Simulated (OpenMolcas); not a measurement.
Bi: effect of the basis set

* Program: OpenMolcas
* Method: XMS-CASPT2, IPEA 0.25 Eh, imaginary shift 0.1 Eh (closed shells correlated: 5d 6s)
* Active space: 3 electrons in 3 orbitals (6p)
* State averaging: 2S+1 = 4 odd, 1 root; 2S+1 = 2 odd, 8 roots
* Spin-orbit coupling: RASSI with atomic mean-field integrals over the reference wave functions, term energies averaged over their components

A. ANO-RCC-VDZP [7s6p4d2f1g], DKH2, point nucleus; CASPT2 step about 0.7 core-seconds
B. ANO-RCC-VTZP [8s7p5d3f2g], DKH2, point nucleus; CASPT2 step roughly 1.4 core-seconds
C. ANO-RCC-VQZP [9s8p6d4f3g], DKH2, point nucleus; CASPT2 step roughly 3 core-seconds

Energies in cm-1 above 6s2 6p3 4S* 3/2, the measured ground level; measured values from NIST Handbook of Basic Atomic Spectroscopic Data.

```
                 Level      A      B      C  Measured
6s2 6p3 4S* 3/2 [63 %]    0.0    0.0    0.0       0.0
6s2 6p3 2D* 3/2 [62 %]  11270  10510  10390     11419
       6s2 6p3 2D* 5/2  15330  14310  14060     15438
       6s2 6p3 2P* 1/2  22210  20770  20280     21661
6s2 6p3 2P* 3/2 [66 %]  30840  29730  29450     33165
```

Deviations, from unrounded energies. A percentage is the sum of absolute deviations over the sum of measured energies, with the sign that they share, or ± where signs differ.

| Against measurement | Levels | A | B | C |
| --- | --- | --- | --- | --- |
| mean absolute deviation (cm-1) | 4 | 780 | 1600 | 1900 |
| other terms of the ground configuration (%) | 4 | ±3.8 | -7.8 | -9.2 |

A lies closest to measurement on these levels and C furthest from it. The largest miss of A in the table is 6s2 6p3 2P* 3/2 [66 %], by -2300 cm-1. The ranking rests on the paired levels alone, and a cruder setting can come out closer through cancelling errors.

Among A to C the level of the table that moves most is 6s2 6p3 2P* 1/2, by 1900 cm-1 (lowest in C, highest in A). Moves below CASPT2's spread within the term are not significant.

CASPT2 does not keep the components of a term degenerate, so their means are used; among the terms shown or strongly mixed into the levels shown the widest spread is 2100 cm-1 (6s2 6p3 2D*, C). Spin-orbit splittings of 6p shells tend to come out small when the coupling is added on scalar orbitals. With the s shell closed, the reference lacks s² → p² mixing. Measured partners are found by configuration, term and J. A level has none where our copy of the source lacks it or the pairing is in doubt (some pairs that miss far off the trend of their configuration count as doubtful), and it then counts in no deviation. Levels of configurations outside the active space are missing.

A share in square brackets marks a mixed level and gives the weight of the term that names it, the lowest over the columns. * marks odd parity.
